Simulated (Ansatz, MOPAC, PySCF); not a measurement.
Lewis adduct: BH3 (SMILES B) (first 4 atoms) with C2H3N (SMILES CC#N); geometry from B3LYP-D3(BJ)/def2-TZVP, rigid monomers moved along the line of their centres of mass till B1···N7 is 1.78 Å.
(charge 0, multiplicity 1):
```xyz
10

B     -0.3691     0.1866     0.0685
H      0.4923    -0.2741    -0.6417
H     -1.4655    -0.2625    -0.1656
H     -0.3515     1.3934     0.1116
C      0.6081    -1.1480     4.1184
C      0.2845    -0.7063     2.7775
N      0.0292    -0.3576     1.7195
H      1.4935    -1.7844     4.0966
H      0.8060    -0.2858     4.7562
H     -0.2259    -1.7139     4.5348
```

Counterpoise-corrected where a basis set is named; no monomer relaxation. Rows marked so take none.

Rows in 3-21G, 6-31G* carry no dispersion term and start afresh at each structure (6-31G* with six Cartesian d functions). The state that PM3 reach isn't checked.

Programs: Ansatz (Gaussian basis) for Hartree–Fock, density functionals and correlated methods; MOPAC for PM3 (differences of heats of formation); PySCF for 3-21G rows, 6-31G* rows. Each number belongs to the level named beside it.

### Question
One of these levels gives -2802.0 meV for the interaction energy. Which one is it?
A) PBE/def2-TZVPPD
B) HF/6-31G*
C) PM3
D) B3LYP/3-21G (no counterpoise)

### Answer
C, PM3. The others give -962.5 (HF/6-31G*), -1577.4 (PBE/def2-TZVPPD), -1729.4 (B3LYP/3-21G (no counterpoise))

Ansatz is a first-principles code.
